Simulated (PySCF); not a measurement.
# Run times: phosphorus in aug-cc-pwCVQZ

Measured wall times of calculations with PySCF 2.14 in aug-cc-pwCVQZ, with no relativity, point nucleus, run from one Python driver. Hardware: 1 thread of Neoverse-V2 on a shared host, 1.3 GiB allowed. The two-electron integrals over 134 functions were computed once and kept in memory (1.4 CPU seconds with the set-up); the times below exclude them. Kohn-Sham runs start from converged Hartree-Fock orbitals.

Launch command (the driver calls PySCF for each step listed in the task file):

```bash
OMP_NUM_THREADS=1 python atomrun2.py TASK.json OUT
```

```json
{"species": "P²⁺ [Ne] 3s2 3p1", "step": "UHF with spin-orbit constants", "iterations": "6", "wall time (s)": "16"}
{"species": "P²⁺ [Ne] 3s2 3p1", "step": "LDA", "iterations": "6", "wall time (s)": "0.92"}
{"species": "P²⁺ [Ne] 3s2 3p1", "step": "PBE", "iterations": "6", "wall time (s)": "1.1"}
{"species": "P²⁺ [Ne] 3s2 3p1", "step": "PBE0", "iterations": "6", "wall time (s)": "3.1"}
{"species": "P²⁺ [Ne] 3s2 3p1", "step": "r2SCAN", "iterations": "6", "wall time (s)": "2.9"}
{"species": "P²⁺ [Ne] 3s2 3p1", "step": "r2SCAN0", "iterations": "5", "wall time (s)": "4.3"}
{"species": "P²⁺ [Ne] 3s2 3p1", "step": "revPBE", "iterations": "6", "wall time (s)": "1.1"}
{"species": "P²⁺ [Ne] 3s2 3p1", "step": "M06", "iterations": "6", "wall time (s)": "5"}
{"species": "P²⁺ [Ne] 3s2 3p1", "step": "MP2 (3 electrons)", "iterations": "", "wall time (s)": "1.3"}
{"species": "P²⁺ [Ne] 3s2 3p1", "step": "MP2 (11 electrons)", "iterations": "", "wall time (s)": "2.2"}
```

(1) Roughly how long does MP2 (13 electrons) take for P²⁺ [Ne] 3s2 3p1 here?

Peak memory of the process: 0.62 GiB. Times on a shared host vary from run to run.

Results:

(1) About 2.4 s.
